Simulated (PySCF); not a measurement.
Geometry (Å), atoms numbered from 1 in this order:
```xyz
4

F    -0.7210    1.1426    0.0949
B    -0.0662    0.0078    0.0593
F    -0.3965   -0.9439    0.8973
Cl    1.2235   -0.2314   -1.0838
```

Geometry: PBE0-D3(BJ)/def2-TZVP; GIAO shifts from PySCF 2.14.0 with density-fitted response routines, gas phase, non-relativistic, averaged over equivalent atoms.

At B97-2/pcSseg-2 (151 basis functions, 9.3 s wall time on 1 thread of an Arm Neoverse N1, shared host):
```json
{"atoms": "F1/F3", "δ (ppm)": "-78.4"}
{"atoms": "B2", "δ (ppm)": "20.4"}
{"atoms": "Cl4", "δ (ppm)": "65.5"}
```

Chemical shifts δ = σref − σ; $^{19}$F (σ = 175.98 ppm) against CFCl3; $^{11}$B (σ = 99.77 ppm) vs BF3·OEt2; $^{35}$Cl (σ = 941.52 ppm) vs HCl, all at this level.

Problem. What do these become at PBE0/pcSseg-2?

Solution. 
| atoms | δ at PBE0/pcSseg-2 | change |
| --- | --- | --- |
| F1/F3 | -73.7 | +4.7 |
| B2 | 21.2 | +0.8 |
| Cl4 | 75.4 | +9.9 |

References, each an isolated molecule treated in the same way: $^{19}$F (σref 174.31) against CFCl3; BF3·OEt2 for $^{11}$B (σref 98.70); $^{35}$Cl (σref 945.66) against HCl.

The largest change is at Cl4 (chlorine bonded to B). Cost: 151 basis functions, 11 s wall time on 1 thread of an Arm Neoverse N1, shared host.

Unscaled 19F shifts against computed CFCl3 carry errors that often reach 10 to 50 ppm.
